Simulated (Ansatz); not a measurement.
Computed with Ansatz on PBE0-D4/def2-TZVP structures; ΔE is electronic, products minus reactants. CBS: MP2 limit from def2 TZ/QZ plus the TZ coupled-cluster correction, frozen cores. For Ga outer-core shells are correlated without core-valence functions, which leaves a few kJ/mol of doubt a bond. Scalar relativity is left out up to krypton. One conformer a species, not always the lowest.

Consider the ligand exchange at the Si–N bond: `O/[C]([GaH2])=N/[SiH3]` + `CO[SiH](O)F` → `CO[SiH](F)O[SiH3]` + `N=[C](O)[GaH2]`.

`O/[C]([GaH2])=N/[SiH3]`:

```xyz
11

O     1.599    1.130    1.436
C     0.684    0.483    0.707
Ga    0.837    0.592   -1.309
N    -0.246   -0.174    1.286
Si   -1.331   -0.941    0.204
H     1.380    0.975    2.371
H     1.779   -0.429   -2.030
H     0.188    1.819   -2.029
H    -1.317   -2.420    0.294
H    -0.851   -0.603   -1.221
H    -2.720   -0.432    0.292
```

`CO[SiH](O)F`:

Cartesian coordinates in Å:
```
C 1.327 0.313 -0.879
O 0.617 -0.093 0.273
Si -0.986 0.040 0.487
O -1.403 -0.769 1.826
F -1.705 -0.562 -0.803
H 1.277 1.398 -1.013
H 0.937 -0.173 -1.778
H 2.372 0.028 -0.750
H -1.457 1.426 0.629
H -0.978 -1.609 2.007
```

`CO[SiH](F)O[SiH3]`:

```xyz
13

C     0.447    2.000   -1.283
O     0.019    0.800   -0.674
Si    0.989   -0.344   -0.059
F     1.943    0.308    1.035
O     0.061   -1.461    0.633
Si   -1.416   -1.755    1.292
H     1.123    1.804   -2.122
H    -0.434    2.520   -1.661
H     0.956    2.647   -0.562
H     1.864   -0.954   -1.073
H    -1.337   -3.055    2.001
H    -2.439   -1.830    0.221
H    -1.776   -0.681    2.251
```

`N=[C](O)[GaH2]`:

```xyz
8

N     1.406   -0.309    0.696
C     0.273   -0.464    0.149
O    -0.194   -1.715   -0.036
Ga   -0.935    0.993   -0.490
H     1.650    0.673    0.780
H     0.483   -2.318    0.314
H    -0.359    2.436   -0.269
H    -2.324    0.705   -1.145
```

```tsv
species	HF/def2-TZVPP energy (Eh)
`O/[C]([GaH2])=N/[SiH3]`	-2382.92794
`CO[SiH](O)F`	-579.19304
`CO[SiH](F)O[SiH3]`	-869.34919
`N=[C](O)[GaH2]`	-2092.79798
```

(1) Work out ΔE.

Largest T1 diagnostic among the species: 0.015.

Answers

(1) ΔE = (-869.34919) + (-2092.79798) − (-2382.92794) − (-579.19304) = -0.02619 Eh = -68.8 kJ/mol. CCSD(T)/CBS gives -41.2 kJ/mol.

From PBE to PBE0 (25 % exact exchange), in def2-TZVPP and without D4, ΔE moves by −3.8 kJ/mol. In def2-TZVPP, CCSD(T) changes the Hartree–Fock value by +27.5 kJ/mol (the triples alone add +5.2 kJ/mol) and MP2 by +30.1 kJ/mol.
